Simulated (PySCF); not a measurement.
**Radial density of Ru³⁺ (ruthenium, charge +3)**

r2SCAN0, [Kr] 4d5, high-spin 6S determinant. Computed with PySCF 2.14 in aug-cc-pVTZ-PP with one added diffuse shell each of s, p, d, f, g type with ECP28MDF (7s7p6d4f3g, 113 functions), with scalar relativity through the core potential. This is the valence pseudo-density: the core potential removes the inner electrons and smooths the orbitals near the nucleus.

```csv
r (bohr),4πr²ρ (e/bohr),4πr²(ρα − ρβ)
0.0314,2.385e-05,0.0000
0.0528,5.733e-05,0.0000
0.0888,0.0001934,0.0000
0.149,0.001653,0.0005
0.251,0.02642,0.0094
0.423,0.7039,0.1748
0.711,8.522,1.8277
1.20,11.67,4.1078
2.01,2.202,1.5375
3.38,0.07283,0.0698
5.69,0.0001600,0.0002
```

Energies and moments cover only the electrons outside the core potential.
